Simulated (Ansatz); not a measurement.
Consider the silylene formation by 1,1-elimination: `N[SiH]([SiH3])[SiH3]` → `[SiH3][SiH3]` + `N[SiH]`.

Isolated molecules relaxed with PBE0-D4/def2-TZVP in Ansatz; ΔE leaves out vibrations. CCSD(T)/CBS is the MP2 limit (def2-TZVPP, def2-QZVPP) plus CCSD(T) − MP2 in def2-TZVPP, frozen cores. This one scheme is used for every species. DFT in def2-TZVPP. Each species was taken in one conformer, which may not be the lowest.

(1) Is it downhill or uphill in electronic energy at CCSD(T)/CBS, and by how much? (An estimate is asked.)

(2) What do these levels give: LDA (SPW92), PBE0-D4, r2SCAN0-D4, revPBE, PBE0, r2SCAN0, BHLYP, RPA@PBE/def2-TZVPP, HF/def2-TZVPP, MP2/def2-TZVPP, CCSD(T)/def2-TZVPP, HF/def2-QZVPP? (An estimate is asked.)

(3) What do rigid-rotor, harmonic-oscillator terms from PBE0-D4/def2-TZVP frequencies (298.15 K, 1 bar) make of the CCSD(T)/CBS value? (An estimate is asked.)

Largest T1 diagnostic among the species: 0.015.

Results:

(1) The calculation gave: Uphill: ΔE = +150.1 kJ/mol.

(2) Ansatz gave: LDA (SPW92) 173.2, PBE0-D4 166.3, r2SCAN0-D4 169.6, revPBE 131.1, PBE0 156.0, r2SCAN0 165.6, BHLYP 139.4, RPA@PBE/def2-TZVPP 126.0, HF/def2-TZVPP 129.0, MP2/def2-TZVPP 154.9, CCSD(T)/def2-TZVPP 143.0, HF/def2-QZVPP 129.0 kJ/mol.

(3) Computed: ΔZPE = -5.6 kJ/mol, ΔH = +144.6 kJ/mol, ΔS = 130 J/(mol·K), ΔG = +105.7 kJ/mol.

From BLYP to BHLYP (50 % exact exchange), in def2-TZVPP and without D4, ΔE moves by +28.3 kJ/mol. In def2-TZVPP, CCSD(T) changes the Hartree–Fock value by +13.9 kJ/mol (the triples alone add +2.7 kJ/mol) and MP2 by +25.9 kJ/mol. The D4 term adds +18.1 kJ/mol with B3LYP and +10.3 kJ/mol with PBE0; it sums over pairs of atoms, weighted by their polarisabilities, and B3LYP, whose exchange is more repulsive, gets the larger term.

B3LYP here is the variant with VWN-RPA as its local correlation; programs differ in this.
